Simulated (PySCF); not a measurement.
Electronic absorption of B2Cl2H4N2

Compound: B₂Cl₂H₄N₂.
Bonds: N1–B2, B2–N3, B2–B4, B4–Cl5, B4–Cl6. Hydrogens: H7, H8 on N1; H9, H10 on N3.

Theory: TDDFT CAM-B3LYP/def2-SVPD, vertical, gas phase, core orbitals frozen in the response in PySCF 2.14.0, density-fitted response routines. Geometry: PBE0-D3(BJ)/def2-SVP; no solvent, vibrations or thermal averaging. Torsions of this conformer, `[NH2:1][B:2]([NH2:3])[B:4]([Cl:5])[Cl:6]`: N1–B2–B4–Cl5 179°, H–N1–B2–N3 0°, H–N1–B2–N3 180°, H–N3–B2–N1 180°, H–N3–B2–N1 0°.

What does the calculation give for the low-lying excited states?

```csv
state,E (eV),E (kJ/mol),λ (nm),f,|μ| (D),symmetry,"main configurations (H = HOMO, L = LUMO)"
S1,4.96,478,250.0,0.0014,0.27,–,H-1→L (99%)
S2,5.06,488,245.1,0.037,1.40,B1 or B2,H→L (99%)
S3,5.76,556,215.3,0.0000,0.01,–,H-2→L (99%)
S4,6.28,606,197.4,0.0000,0.00,–,"H→L+1 (80%), H→L+2 (16%)"
S5,6.73,650,184.1,0.124,2.20,B1 or B2,H-4→L (96%)
S6,6.87,662,180.6,0.167,2.53,A1,H-3→L (98%)
S7,7.39,713,167.9,0.054,1.38,B1 or B2,"H→L+3 (60%), H→L+6 (20%), H-3→L+1 (13%)"
S8,7.40,714,167.5,0.0000,0.03,–,"H→L+2 (65%), H→L+1 (14%), H→L+7 (11%)"
S9,7.64,737,162.2,0.0025,0.29,B1 or B2,H-6→L (97%)
S10,7.70,743,161.1,0.011,0.60,A1,H-1→L+1 (85%)
```

Triplets, Tamm–Dancoff:

| state | E (eV) | λ (nm) | main configurations (H = HOMO, L = LUMO) |
| --- | --- | --- | --- |
| T1 | 4.13 | 300.4 | H-1→L (95%) |
| T2 | 4.36 | 284.1 | H→L (95%) |
| T3 | 5.60 | 221.2 | H-2→L (98%) |
| T4 | 5.82 | 213.0 | H-4→L (98%) |

The lowest singlet comes at 250 nm (478 kJ/mol) in the ultraviolet; it is very weak; its leading configuration is HOMO-1→LUMO (99%). The most intense listed level is S6 at 6.87 eV (181 nm, f = 0.167), 1.91 eV above S1. Löwdin shares by element: HOMO nitrogen 77%, boron 9% or more; LUMO boron 58%, chlorine 32%. The oscillator strengths of these states sum to 0.396; summed over the whole spectrum of an exact calculation they would give the number of electrons, 62 (Thomas–Reiche–Kuhn). Of the 10 states listed, 5 reach f = 0.01 and 3 stay under 0.0005. The listed states span 2.74 eV, and the widest gap between neighbours is 0.70 eV (S2 to S3). No computed singlet lies in the visible range (380 to 750 nm); the lowest, at 250 nm, stands 1.70 eV above its violet end (3.26 eV). All these states lie below the vertical ionisation energy of 9.56 eV (ΔSCF). Symmetry labels in C2v follow from the direction of the transition dipole and are given only for states with f of 0.002 or more; B1 and B2 swap with the choice of axes. Only the lowest 10 singlets were computed, as vertical energies without vibronic structure.

Time: 1.8 min wall. Hardware: an x86-64 server with one thread, shared host.
